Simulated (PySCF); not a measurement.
## Shapes and spin states of TaFCl

These are results of PySCF, PBE0, basis Ta def2-TZVP with ECP60, F def2-TZVP, Cl def2-TZVP (scalar-relativistic core potentials, no spin–orbit coupling, density fitting), not measurements.

Relaxations began from a few typed shapes and spin states; open shells are unrestricted. The search is not exhaustive: other isomers or separated fragments can lie lower, and high-lying points may rest on an excited occupation.

```
                                spin  group                        bonds          angles  imaginary modes (cm⁻¹)  ΔE (kJ/mol)  ΔE with ZPE (kJ/mol)
                             quartet    C∞v  Ta–Cl 2.306 Å, Ta–F 1.874 Å  Cl–Ta–F 180.0°                    none          0.0                   0.0
broken-symmetry Ms = 1/2 (⟨S²⟩ 1.47)    C∞v  Ta–Cl 2.285 Å, Ta–F 1.868 Å  Cl–Ta–F 180.0°                     39i         31.7                     –
                             doublet     Cs  Ta–Cl 2.262 Å, Ta–F 1.858 Å  Cl–Ta–F 159.7°                    none         54.0                  54.3
                             doublet    C∞v  Ta–Cl 2.267 Å, Ta–F 1.863 Å  Cl–Ta–F 180.0°                39i, 39i         54.6                     –
```

The lowest minimum found is the quartet C∞v: Ta–Cl 2.306 Å, Ta–F 1.874 Å; Cl–Ta–F 180.0°.

Formally Ta is in oxidation state +2, d3, with 3 unpaired electrons (the high-spin count). The Mulliken spin on Ta is 3.12. The polar-tensor charge on Ta, 1.14, is far below the formal one.

For the lowest minimum: other spin states or occupations of the open shell can lie lower. Spin–orbit coupling, left out here, can matter for elements this heavy.

The electron or spin density has lower symmetry than the nuclear frame for the broken-symmetry Ms = 1/2 (⟨S²⟩ 1.47) C∞v at 31.7 kJ/mol.
